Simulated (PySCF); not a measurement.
## MI for M along group 3

HF with triple-zeta basis sets in PySCF, for the lowest determinant that a PBE0 search found; no spin–orbit coupling. De refers to high-spin ground-configuration atoms. A positive dipole means M(−)I(+).

```json
{"M": "Sc", "basis": "x2c-TZVPPall", "reference": "UHF", "state (unpaired electrons)": "triplet (σ ↑, δ ↑)", "Re (Å)": "2.811", "ωe (cm⁻¹)": "236", "De (eV)": "n/a", "μ (D)": "-4.00"}
{"M": "Y", "basis": "def2-TZVPP", "reference": "RHF", "state (unpaired electrons)": "singlet (closed shell)", "Re (Å)": "2.861", "ωe (cm⁻¹)": "198", "De (eV)": "n/a", "μ (D)": "-3.18"}
{"M": "La", "basis": "def2-TZVPP", "reference": "UHF", "state (unpaired electrons)": "triplet (σ ↑, δ ↑)", "Re (Å)": "3.062", "ωe (cm⁻¹)": "160", "De (eV)": "n/a", "μ (D)": "-6.25"}
```

The shortest bond is that of ScI (2.811 Å), the longest that of LaI (3.062 Å).

The rows differ in basis set, which adds steps of its own.

The state changes along the series, so neighbouring rows are not always alike in their bonding.

These are scalar-relativistic numbers at best; spin–orbit coupling would shift them, the dissociation energy most. Hartree–Fock leaves out correlation, which carries a large part of most bond energies and some tenths to 1 eV of ionisation energies. With d or f electrons several states lie close, and the lowest PBE0 determinant need not be the measured ground state.
